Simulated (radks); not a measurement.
Q: S2+, 14 electrons, occupied as [Ne] 3s1.5 3p2 4s0.5 (fractional occupations, a model configuration). Calculated with a radial shooting solver on a logarithmic mesh with Libxc functionals: scalar-relativistic Kohn-Sham, BLYP, spin-polarised, spherical densities, finite nucleus; open shells are filled with parallel spins first; Fermi nuclear charge, rms radius 3.2611 fm. Some entries of the table are withheld. Estimate them.

| orbital | occ. | eigenvalue (eV) | <r> (bohr) | r(max) (bohr) |
|---|---|---|---|---|
| 1s up | 1 | -2438.332 | 0.09687 | 0.06329 |
| 1s down | 1 | -2437.802 | 0.09686 | 0.06329 |
| 2s up | 1 | -241.5074 | 0.4787 | 0.3878 |
| 2s down | 1 | -240.9757 | 0.4785 | 0.3881 |
| 2p up | 3 | -186.6814 | 0.4416 | 0.3247 |
| 2p down | 3 | -186.0069 | 0.4413 | 0.3251 |
| 3s up | 1 | -43.3449 | 1.543 | 1.348 |
| 3s down | 0.5 | -40.0319 | 1.562 | 1.344 |
| 3p up | 2 | -31.6089 | 1.706 | (1) |
| 3p down | 0 | -28.5334 | 1.754 | (2) |
| 4s up | 0.5 | (3) | 3.821 | 3.541 |

A: 
(1) 3p up r(max) (bohr): 1.457
(2) 3p down r(max) (bohr): 1.468
(3) 4s up eigenvalue (eV): -13.3537
